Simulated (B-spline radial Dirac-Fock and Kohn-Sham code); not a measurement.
**Two-hole binding energies of Mn²⁺**

System: Mn²⁺, 1s2 2s2 2p6 3s2 3p6 3d5, inside a Watson sphere of charge -2 and radius 2.7 Å (a model of the Madelung potential; inside it an electron's potential energy is raised by 10.7 eV).

These are calculated numbers from a B-spline atomic structure program; the model is relaxed Dirac-Fock hole states (ΔSCF) with Breit and QED corrections and a finite nucleus. U is the two-hole binding energy less the two single-hole energies, the effective repulsion of the holes after relaxation. Each two-hole energy is an average over J within one jj subconfiguration.

| holes | E(a) (eV) | E(b) (eV) | E(ab) (eV) | U (eV) |
| --- | --- | --- | --- | --- |
| 1s⁻¹ 2p3/2⁻¹ | 6559.9 | 662.9 | 7311.7 | 88.8 |
| 1s⁻¹ 3p1/2⁻¹ | 6559.9 | 72.92 | 6659.2 | 26.4 |
| 2s⁻² | 793.9 | 793.9 | 1644.4 | 56.6 |
| 2s⁻¹ 2p1/2⁻¹ | 793.9 | 673.1 | 1518.3 | 51.3 |
| 2p1/2⁻² | 673.1 | 673.1 | 1413.2 | 67.0 |
| 2p1/2⁻¹ 2p3/2⁻¹ | 673.1 | 662.9 | 1397.7 | 61.7 |
| 2p3/2⁻² | 662.9 | 662.9 | 1388.7 | 62.9 |
| 2s⁻¹ 3p3/2⁻¹ | 793.9 | 71.68 | 889.2 | 23.7 |
| 2p3/2⁻¹ 3s⁻¹ | 662.9 | 109.4 | ? | ? |
| 2p1/2⁻¹ 3p3/2⁻¹ | 673.1 | 71.68 | 769.0 | 24.2 |
| 2p3/2⁻¹ 3p1/2⁻¹ | 662.9 | 72.92 | 760.2 | 24.3 |
| 3p1/2⁻² | 72.92 | 72.92 | 167.3 | 21.5 |
| 3p1/2⁻¹ 3p3/2⁻¹ | 72.92 | 71.68 | 164.6 | 20.0 |
| 3p3/2⁻² | 71.68 | 71.68 | 163.8 | 20.4 |

Task: Give the missing two-hole energy and U.

Result: E(ab) = 796.8 eV and U = 24.5 eV.
